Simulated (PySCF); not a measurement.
**BEt2H: computed shieldings and shifts**

BEt2H, C4H11B, point group C1.

Bonds: B1-C2, B1-C9, C2-C3, C9-C10. B1 carries H16; C2 carries H4, H5; C3 carries H6, H7, H8; C9 carries H11, H12; C10 carries H13, H14, H15.

GIAO calculations in PySCF 2.14 on the PBE0-D3(BJ)/def2-SVP structure: isolated species, non-relativistic, equivalent atoms averaged; basis pcSseg-1.

(1) Give the isotropic shieldings (ppm) with KT2, PBE0.

(2) And the chemical shifts, against references computed in the same way?

(3) Which part of the shielding of C2/C9 depends on the functional?

(4) What couplings does B3LYP/pcJ-1 (spin–dipole term only in couplings to heteroatoms) give?

Answers

(1) 
```json
{"atoms": "C2/C9", "environment": "carbon bonded to C, B, 2 H", "KT2": "159.3", "PBE0": "162.1"}
{"atoms": "C3/C10", "environment": "carbon bonded to C, 3 H", "KT2": "179.3", "PBE0": "180.4"}
{"atoms": "B1", "environment": "boron bonded to 2 C, H", "KT2": "19.3", "PBE0": "15.0"}
{"atoms": "H16", "environment": "hydrogen on a boron bonded to 2 C", "KT2": "24.03", "PBE0": "24.05"}
{"atoms": "H4/H5/H11/H12", "environment": "hydrogen on a carbon bonded to C, B", "KT2": "29.73", "PBE0": "29.90"}
{"atoms": "H6/H7/H8/H13/H14/H15", "environment": "hydrogen on a carbon bonded to C", "KT2": "30.31", "PBE0": "30.42"}
{"atoms": "HOMO–LUMO gap (eV)", "environment": "–", "KT2": "5.05", "PBE0": "7.44"}
```

(2) 
```tsv
atoms	nucleus, reference	KT2	PBE0
C2/C9	13C, TMS	23.9	22.3
C3/C10	13C, TMS	3.9	4.0
B1	11B, BF3·OEt2	80.6	85.7
H16	1H, TMS	7.15	7.21
H4/H5/H11/H12	1H, TMS	1.45	1.37
H6/H7/H8/H13/H14/H15	1H, TMS	0.87	0.85
```

(3) Diamagnetic: KT2 252, PBE0 252 ppm; paramagnetic: KT2 -93, PBE0 -89 ppm. The diamagnetic part, set mainly by inner electrons, hardly moves; the paramagnetic part goes with low-lying magnetically allowed excitations and carries the spread.

(4) 1J(C3,H6) = 134.5, 1J(C2,H4) = 128.5, 1J(B1,H16) = 127.9, 1J(B1,C2) = 50.6, 1J(C2,C3) = 28.0, 2J(H6,H7) = -14.3, 2J(H4,H5) = -10.1, 2J(C2,H16) = 8.0, 2J(C3,H4) = -6.0, 2J(B1,H4) = -5.1, 2J(C2,C9) = 2.8, 2J(C2,H6) = -2.3, 3J(H4,H6) = 9.6, 3J(H4,H16) = 6.6 Hz (averaged over equivalent pairs; isotopes 13C, 1H, 11B).
